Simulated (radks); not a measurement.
The lead ion Pb3+, 79 electrons, occupied as [Xe] 4f14 5d10 6s1 (the NIST ground configuration).

Calculated with a radial shooting solver on a logarithmic mesh with Libxc functionals: scalar-relativistic Kohn-Sham, PBE, spin-unpolarised, spherical densities, finite nucleus; Fermi nuclear charge, rms radius 5.5012 fm.

Energy parts (eV):
part                       energy
total                  -568014.10
kinetic                 641538.31
electron-nucleus      -1415521.52
Hartree                 216460.08
exchange-correlation    -10490.97

Orbitals (lengths in bohr, moments of r in powers of bohr; <r^-3> diverges for s and p1/2; r(90%) holds 90 % of the orbital's charge):
orbital  occ.  eigenvalue (eV)   <1/r>  <r^-3>       <r^4>  r(90%)
1s          2        -88103.05   101.3       -   3.537e-07  0.0294
2s          2        -15783.28   23.79       -  0.00005104   0.105
2p          6        -13548.40   20.91   29550  0.00004235   0.100
3s          2        -3810.789   8.818       -    0.001831   0.256
3p          6        -3169.562   7.979    6856    0.002043   0.264
3d         10        -2513.929   7.488   832.7    0.001568   0.248
4s          2        -884.9774   3.797       -     0.03997   0.550
4p          6        -674.7210   3.414    1686     0.05369   0.594
4d         10        -430.8653   3.069   181.0     0.07222   0.641
5s          2        -172.7023   1.597       -      0.9576    1.22
4f         14        -161.6488   2.676   36.71      0.1189   0.720
5p          6        -114.4855   1.366   313.1       1.709    1.41
5d         10         -49.4401   1.024   21.81       5.838    1.92
6s          1         -37.4719  0.6106       -       34.92    3.00

The highest occupied level is 6s at -37.472 eV. For comparison, the ionisation energy in NIST's Atomic Spectra Database is 42.333 eV (measured). In exact Kohn-Sham theory the highest level is minus the ionisation energy, but local and semilocal functionals leave it too shallow, through self-interaction and a potential that decays too fast; potentials with the right tail come closer. Summed over all electrons, <r^2> = 39.45 bohr^2, which gives a Langevin (diamagnetic) susceptibility term of -31.2 x 10^-6 cm^3/mol.

Beside tabulated values, note that spin-unpolarised runs miss the spin-polarisation part of the exchange energy of open shells, and scalar-relativistic runs lack spin-orbit coupling.
